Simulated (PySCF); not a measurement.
Gas-phase equilibrium of 1 mol ZnCl2, 0.39 mol H2O at 800 K and 0.133 bar, among 18 species (ClO, O2, HCl, O, HO2, Zn, H2O, H, Zn(OH)2, HOCl, H2O2, O3, H2, ZnH2, ZnCl2, Cl, Cl2, OH). Only gases are allowed; each row takes one source of thermochemistry for all species, and Cantera finds the minimum.

Computed with PySCF and rigid-rotor harmonic-oscillator thermochemistry at 1 bar. † marks an energy on the PBE0/def2-TZVP geometry and frequencies; other levels use their own. 6-31G* has spherical d functions here. The species in the table below are closed-shell singlets. B3LYP is the form with VWN-RPA correlation. Zn: all electrons, no relativistic terms. No R ln 2 is added for the mirror-image form of Zn(OH)2. Zn(OH)2: computed as isolated molecules; such fragments, hydroxides, amides, oligomers or adducts are transient or little studied in the gas. The harmonic model lacks anharmonicity and excited electronic states, which grow with temperature; levels with a mode under 35 cm⁻¹ are left out. Soft modes under 120 cm⁻¹ make the harmonic entropy rough for ZnCl2.

Molecules larger than those listed are left out. Table species left out: Zn+.

Mole fractions:

```
thermochemistry     x ZnCl2  x H2O    x HCl  x Zn(OH)2     x Zn
------------------  -------  -----  -------  ---------  -------
B3LYP/6-31G*           0.72   0.28   0.0019    0.00096  2.0e-12
B3LYP/def2-TZVP†       0.72   0.28  0.00019     9.5e-5   1.1e-6
BLYP/def2-TZVP†        0.72   0.28  0.00048    0.00023   6.9e-6
M06-2X/def2-TZVP†      0.72   0.28   6.4e-5     3.2e-5   1.6e-8
PBE/def2-TZVP†         0.72   0.28  0.00029    0.00014   4.1e-7
ωB97X-V/def2-TZVP†     0.72   0.28  0.00015     7.3e-5   8.9e-9
```
The most sensitive of these is Zn: it spans a factor of 10^6.5 over these rows; at this temperature one factor of ten is RT ln 10 = 15 kJ/mol.
